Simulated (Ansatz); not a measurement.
```yaml
crystal:
  periodic: [false, false, false]
  atoms:
    - {symbol: O, position_ang: [0.327236, 1.612800, 1.586982]}
    - {symbol: B, position_ang: [0.266610, 0.424639, 0.952892]}
    - {symbol: O, position_ang: [-0.295333, 0.359150, -0.295377]}
    - {symbol: C, position_ang: [-0.285366, -0.822466, -1.008114]}
    - {symbol: F, position_ang: [0.827894, -0.866052, -1.804111]}
    - {symbol: H, position_ang: [-0.024491, 2.335966, 1.057769]}
    - {symbol: H, position_ang: [0.685173, -0.554518, 1.497023]}
    - {symbol: H, position_ang: [-1.161639, -0.842627, -1.659076]}
    - {symbol: H, position_ang: [-0.251586, -1.693092, -0.345087]}
basis:
  gaussian: {orbitals: def2-TZVPP, fitting: {mean_field: cc-pVTZ-jkfit}}
total_charge: -1
magnetization: {spin_polarized: true, initial_magnetization: 1}
hamiltonian: {xc: {name: wB97X}}
accuracy: high
```

```sh
$ ansatz run in.yaml --threads 2 --pin off --events-out ev --progress --plain --max-ram 4352MiB
```

Output, abridged:

```
Functional definition: wB97X
515 factors; integrals over basis functions are off by at most 8.3e-1 eV
515 factors; integrals over basis functions are off by at most 6.1e-7 eV
mean field evaluation 1: about -8587.3018 eV, gradient 2.9e1 eV
mean field evaluation 2: about -8587.1569 eV, gradient 3.3e1 eV
mean field evaluation 4: about -8590.6579 eV, gradient 1.6e0 eV
mean field evaluation 8: about -8590.6939 eV, gradient 3.0e-1 eV
mean field evaluation 16: about -8590.9317 eV, gradient 2.3e0 eV
mean field evaluation 32: about -8590.9415 eV, gradient 1.8e0 eV
mean field -8590.97033834 eV, -315.7123367651 hartree, gradient 2.2e-8 eV, S^2 0.753165; 4 other end points of the search recorded, 0 dependent functions left out
reference -8590.97033678 eV, -315.7123367077 hartree; 21, 20 occupied and 190, 191 virtual orbitals, 515 factors
Total energy: -8590.97033678 eV, -315.7123367077 hartree
```

It took 58 s on 2 threads of an Arm Neoverse V2 on a shared host, with 1 GiB of host memory at the peak.
